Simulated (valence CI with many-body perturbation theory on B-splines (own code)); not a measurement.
## N²⁺: electric-dipole lines

Method: configuration interaction combined with many-body perturbation theory (CI+MBPT): three valence electrons over a frozen Dirac-Fock core [He], a basis of 11 s, 11 p, 9 d, 7 f, 5 g, 2 h, 1 i functions for each j, with the one-electron correlation potential Σ1, the two-electron term Σ2, the three-electron term Σ3, Breit, model QED; selected CI, second order for the rest, scaled by the run's own slope (own B-spline code, finite nucleus).

Against 59 measured levels this calculation errs by 57 cm⁻¹ on average and by 133 at most. These come from a selection out of Moore, Selected Tables of Atomic Spectra, NSRDS-NBS 3, section 5. Levels without a partner in it may be off by more.

Lines 1 to 50 of 294 in falling wavelength, among levels below 341964 cm⁻¹, chosen from the strongest by gf and those to the six lowest levels. Wavelengths and rates use the calculated energies, so an error of 60 cm⁻¹ moves a line at 3879 nm by 2.3 % and its rate by three times that or more. Electric multipoles are in the length gauge, E1 and E2 with the static RPA response of the core. Weak lines are less certain than strong ones. Lines between different terms over intervals too small for the method are left out, as are lines whose strength nearly cancels. Where a level lies close to another of its J and parity, the split of strength between their lines is uncertain. The highest levels of a list are the least certain.

| λ vac (nm) | λ from measured levels | Upper | Lower | A (s⁻¹) | S (a.u.) with core polarisation | S without |
| --- | --- | --- | --- | --- | --- | --- |
| 3879 | 3986 | 2s²4f ²F°_7/2 | 2s²4d ²D_5/2 | 3.37e+05 | 7.76e+01 | 7.76e+01 |
| 3833 | 3938 | 2s²4f ²F°_5/2 | 2s²4d ²D_3/2 | 3.21e+05 | 5.35e+01 | 5.35e+01 |
| 2650 | 2619 | 2s²4s ²S_1/2 | 2s2p3s ²P°_3/2 | 2.60e+05 | 4.78e+00 | 4.78e+00 |
| 2639 | 2642 | 2s²5d ²D_3/2 | 2s²5p ²P°_3/2 | 8.54e+05 | 3.10e+01 | 3.10e+01 |
| 2638 | 2641 | 2s²5d ²D_5/2 | 2s²5p ²P°_3/2 | 5.13e+06 | 2.79e+02 | 2.79e+02 |
| 2633 | 2636 | 2s²5d ²D_3/2 | 2s²5p ²P°_1/2 | 4.30e+06 | 1.55e+02 | 1.55e+02 |
| 2255 | 2251 | 2s²5p ²P°_1/2 | 2s²5s ²S_1/2 | 5.90e+06 | 6.68e+01 | 6.68e+01 |
| 2251 | 2247 | 2s²5p ²P°_3/2 | 2s²5s ²S_1/2 | 5.93e+06 | 1.34e+02 | 1.34e+02 |
| 1651 | 1658 | 2s²4d ²D_3/2 | 2s²4p ²P°_3/2 | 1.04e+06 | 9.22e+00 | 9.22e+00 |
| 1644 | 1651 | 2s²4d ²D_3/2 | 2s²4p ²P°_1/2 | 5.24e+06 | 4.60e+01 | 4.60e+01 |
| 1643 | 1649 | 2s²4d ²D_5/2 | 2s²4p ²P°_3/2 | 6.38e+06 | 8.37e+01 | 8.37e+01 |
| 1071 | 1077 | 2s2p3p ²D_3/2 | 2s²4p ²P°_1/2 | 3.03e+06 | 7.36e+00 | 7.36e+00 |
| 1064 | 1069 | 2s2p3p ²D_5/2 | 2s²4p ²P°_3/2 | 3.41e+06 | 1.22e+01 | 1.22e+01 |
| 942.3 | 942.7 | 2s²4p ²P°_1/2 | 2s²4s ²S_1/2 | 2.73e+07 | 2.26e+01 | 2.26e+01 |
| 940.1 | 940.5 | 2s²4p ²P°_3/2 | 2s²4s ²S_1/2 | 2.75e+07 | 4.51e+01 | 4.51e+01 |
| 908.5 | 901.2 | 2s²5p ²P°_1/2 | 2s2p3p ²S_1/2 | 2.09e+06 | 1.55e+00 | 1.55e+00 |
| 907.8 | 900.6 | 2s²5p ²P°_3/2 | 2s2p3p ²S_1/2 | 2.09e+06 | 3.08e+00 | 3.08e+00 |
| 843.7 | 842.7 | 2s2p3p ²P_1/2 | 2s2p3s ²P°_3/2 | 3.03e+06 | 1.80e+00 | 1.80e+00 |
| 839.9 | 838.9 | 2s2p3p ²P_3/2 | 2s2p3s ²P°_3/2 | 7.75e+06 | 9.07e+00 | 9.07e+00 |
| 835.7 | 834.7 | 2s2p3p ²P_1/2 | 2s2p3s ²P°_1/2 | 6.34e+06 | 3.65e+00 | 3.65e+00 |
| 832.0 | 831.0 | 2s2p3p ²P_3/2 | 2s2p3s ²P°_1/2 | 1.64e+06 | 1.86e+00 | 1.86e+00 |
| 741.5 |  | 2s2p3d ²D°_5/2 | 2s2p3p ²D_5/2 | 3.25e+06 | 3.92e+00 | 3.92e+00 |
| 738.2 |  | 2s2p3d ²D°_3/2 | 2s2p3p ²D_3/2 | 3.20e+06 | 2.54e+00 | 2.54e+00 |
| 647.6 | 651.8 | 2s2p3p ²S_1/2 | 2s²4p ²P°_3/2 | 1.03e+07 | 2.75e+00 | 2.75e+00 |
| 647.5 | 648.1 | 2s2p3d ⁴D°_5/2 | 2s2p3p ⁴P_5/2 | 5.93e+06 | 4.77e+00 | 4.77e+00 |
| 646.5 | 650.7 | 2s2p3p ²S_1/2 | 2s²4p ²P°_1/2 | 5.11e+06 | 1.36e+00 | 1.36e+00 |
| 646.3 | 646.9 | 2s2p3d ⁴D°_7/2 | 2s2p3p ⁴P_5/2 | 2.05e+07 | 2.19e+01 | 2.19e+01 |
| 645.9 | 646.5 | 2s2p3d ⁴D°_3/2 | 2s2p3p ⁴P_3/2 | 1.09e+07 | 5.80e+00 | 5.79e+00 |
| 645.0 | 645.6 | 2s2p3d ⁴D°_5/2 | 2s2p3p ⁴P_3/2 | 1.47e+07 | 1.17e+01 | 1.17e+01 |
| 644.7 |  | 2s2p3d ⁴D°_1/2 | 2s2p3p ⁴P_1/2 | 1.74e+07 | 4.61e+00 | 4.60e+00 |
| 644.1 |  | 2s2p3d ⁴D°_3/2 | 2s2p3p ⁴P_1/2 | 8.84e+06 | 4.66e+00 | 4.66e+00 |
| 595.3 |  | 2s2p3d ²D°_5/2 | 2s²4d ²D_5/2 | 1.63e+06 | 1.02e+00 | 1.02e+00 |
| 586.3 | 585.0 | 2s²5p ²P°_3/2 | 2s2p3p ²D_5/2 | 1.77e+07 | 7.06e+00 | 7.06e+00 |
| 583.5 | 582.2 | 2s²5p ²P°_1/2 | 2s2p3p ²D_3/2 | 2.06e+07 | 4.04e+00 | 4.04e+00 |
| 535.2 | 535.4 | 2s2p3d ²F°_5/2 | 2s2p3p ²D_5/2 | 3.35e+06 | 1.52e+00 | 1.52e+00 |
| 532.6 | 532.9 | 2s2p3d ²F°_5/2 | 2s2p3p ²D_3/2 | 4.52e+07 | 2.02e+01 | 2.02e+01 |
| 532.0 | 532.2 | 2s2p3d ²F°_7/2 | 2s2p3p ²D_5/2 | 4.97e+07 | 2.95e+01 | 2.95e+01 |
| 531.1 | 531.6 | 2s2p3d ⁴P°_5/2 | 2s2p3p ⁴P_5/2 | 1.14e+07 | 5.08e+00 | 5.08e+00 |
| 529.5 | 530.0 | 2s2p3d ⁴P°_3/2 | 2s2p3p ⁴P_5/2 | 7.35e+06 | 2.15e+00 | 2.15e+00 |
| 529.4 | 529.9 | 2s2p3d ⁴P°_5/2 | 2s2p3p ⁴P_3/2 | 3.87e+06 | 1.70e+00 | 1.70e+00 |
| 526.9 | 527.4 | 2s2p3d ⁴P°_1/2 | 2s2p3p ⁴P_3/2 | 1.46e+07 | 2.11e+00 | 2.11e+00 |
| 526.7 |  | 2s2p3d ⁴P°_3/2 | 2s2p3p ⁴P_1/2 | 6.38e+06 | 1.84e+00 | 1.84e+00 |
| 490.9 | 490.6 | 2s²5p ²P°_3/2 | 2s²4d ²D_5/2 | 3.36e+07 | 7.85e+00 | 7.85e+00 |
| 490.4 | 490.0 | 2s²5p ²P°_1/2 | 2s²4d ²D_3/2 | 3.66e+07 | 4.26e+00 | 4.26e+00 |
| 490.2 | 489.9 | 2s²5p ²P°_3/2 | 2s²4d ²D_3/2 | 3.64e+06 | 8.47e-01 | 8.47e-01 |
| 488.4 | 488.6 | 2s2p3d ⁴F°_7/2 | 2s2p3p ⁴D_7/2 | 8.19e+06 | 3.77e+00 | 3.77e+00 |
| 487.4 | 487.5 | 2s2p3d ⁴F°_5/2 | 2s2p3p ⁴D_5/2 | 1.44e+07 | 4.94e+00 | 4.94e+00 |
| 486.7 | 486.9 | 2s2p3d ⁴F°_9/2 | 2s2p3p ⁴D_7/2 | 6.13e+07 | 3.49e+01 | 3.49e+01 |
| 486.7 |  | 2s2p3d ⁴F°_3/2 | 2s2p3p ⁴D_3/2 | 1.68e+07 | 3.81e+00 | 3.81e+00 |
| 486.1 | 486.3 | 2s2p3d ⁴F°_7/2 | 2s2p3p ⁴D_5/2 | 5.32e+07 | 2.41e+01 | 2.41e+01 |
